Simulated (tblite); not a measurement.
Species: C5H7ClF (doublet state).
SMILES with atom numbers: `[F:1][C:2]1[CH2:3][CH2:4][C@@H:5]([Cl:6])[CH2:7]1` (hydrogens: H8, H9 on C3; H10, H11 on C4; H12 on C5; H13, H14 on C7)

Computed geometry: GFN2-xTB, gas phase. This method treats the open shell by occupation alone, without spin polarisation.

Task: Give the optimised bond lengths and angles.

Result: 
| bond | length (pm) | order |
| --- | --- | --- |
| F1–C2 | 135.3 | single |
| C2–C3 | 148.9 | single |
| C3–C4 | 153.2 | single |
| C4–C5 | 153.0 | single |
| C5–Cl6 | 178.1 | single |
| C5–C7 | 153.4 | single |
| C2–C7 | 148.8 | single |
| C3–H8 | 109.3 | single |
| C3–H9 | 109.8 | single |
| C4–H10 | 109.0 | single |
| C4–H11 | 108.8 | single |
| C5–H12 | 109.2 | single |
| C7–H13 | 109.2 | single |
| C7–H14 | 109.6 | single |

Orders are formal, as drawn. A selection of angles:
| angle | degrees |
| --- | --- |
| F1–C2–C3 | 118.8 |
| F1–C2–C7 | 119.0 |
| C3–C2–C7 | 112.8 |
| C2–C3–C4 | 102.7 |
| C2–C3–H8 | 112.8 |
| C2–C3–H9 | 110.5 |
| C4–C3–H8 | 112.5 |
| C4–C3–H9 | 111.5 |
| H8–C3–H9 | 107.0 |
| C3–C4–C5 | 103.7 |
| C3–C4–H10 | 110.1 |
| C3–C4–H11 | 112.8 |
| C5–C4–H10 | 109.2 |
| C5–C4–H11 | 112.3 |
| H10–C4–H11 | 108.6 |
| C4–C5–Cl6 | 111.9 |
| C4–C5–C7 | 104.6 |
| C4–C5–H12 | 110.9 |
| Cl6–C5–C7 | 112.6 |
| Cl6–C5–H12 | 106.3 |
| C7–C5–H12 | 110.6 |
| C5–C7–H13 | 113.5 |
| C5–C7–H14 | 109.7 |
| C2–C7–C5 | 102.3 |
| C2–C7–H13 | 112.4 |
| C2–C7–H14 | 111.4 |
| H13–C7–H14 | 107.5 |

Torsions: F1–C2–C3–C4 -159° (antiperiplanar); C2–C3–C4–C5 31° (synclinal); C3–C4–C5–Cl6 -160° (antiperiplanar); C4–C5–C7–C2 30°; F1–C2–C7–C5 136° (anticlinal).

C2 (carbon bonded to 2 C and F) has angles 119.0°, 118.8° and 112.8°, sum 350.6°, 0.26 Å off the plane of its three neighbours. The C–C distances run from 1.488 Å (C2–C7, drawn single) to 1.534 Å (C5–C7, drawn single), a spread of 0.046 Å. The 5-membered ring C2–C3–C4–C5–C7 has internal angles of 102.3° to 112.8°; it is puckered, 0.16 Å rms from its mean plane, widest ring torsion 38°.

Point group: C1 (no symmetry element, even within 0.4 Å). Its GFN2-xTB frequencies are all real (lowest 68 cm⁻¹).

One conformer stands for the species.
